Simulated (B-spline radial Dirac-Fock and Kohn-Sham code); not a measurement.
# Dipole and non-dipole photoemission parameters of I²⁺ 2p1/2

System: I²⁺, [Kr] 4d10 5s2 5p3; threshold 4879.3 eV (orbital energy of the model). Model: Dirac-Hartree-Slater photoionisation with a Latter tail; cross sections with all multipoles, angular parameters from the dipole term and its interference with E2. Program: a radial atomic solver.

Input of the calculation (task.json; shells as n, l, electrons):

```json
{"items": [{
  "Z": 53,
  "q": 2,
  "cfg": [[1, 0, 2], [2, 0, 2], [2, 1, 6], [3, 0, 2], [3, 1, 6], [3, 2, 10], [4, 0, 2], [4, 1, 6], [4, 2, 10], [5, 0, 2], [5, 1, 3]],
  "A": 127,
  "rrms": 4.75,
  "do": "xps",
  "hv": [54.7, 69.2, 76.4, 77.3, 80, 200, 209.0, 218.0, 264.0, 324.0, 330.0, 400, 570.0, 800, 1040.0, 1450.0, 1790.0, 2280.0, 2290.0, 2984.4, 3250.0, 3640.0, 4200.0, 5414.7, 6000, 6320.0, 8047.8, 9470.0, 11300.0, 13800.0]
}]}
```

Launch: `python xray2_run.py task.json out`

For linearly polarised light dσ/dΩ = σ/(4π) [1 + β P₂(cos θ) + (δ + γ cos²θ) sin θ cos φ], with θ from the polarisation vector and φ the angle between the beam and the projection of the electron momentum on the plane normal to the polarisation.

```
hν (eV)  σ (kb)      β       γ      δ
 5414.7    39.4  1.279  -0.289  0.005
   6000    30.1  1.384  -0.035  0.022
   6320    26.2  1.409   0.088  0.028
 8047.8    13.5  1.434   0.604  0.050
   9470       ?      ?       ?      ?
  11300    5.10  1.370   1.224  0.083
  13800    2.82  1.308   1.550  0.108
```

Q: Give the values at 9470 eV.

A: σ = 8.51 kb, β = 1.412, γ = 0.914, δ = 0.064.
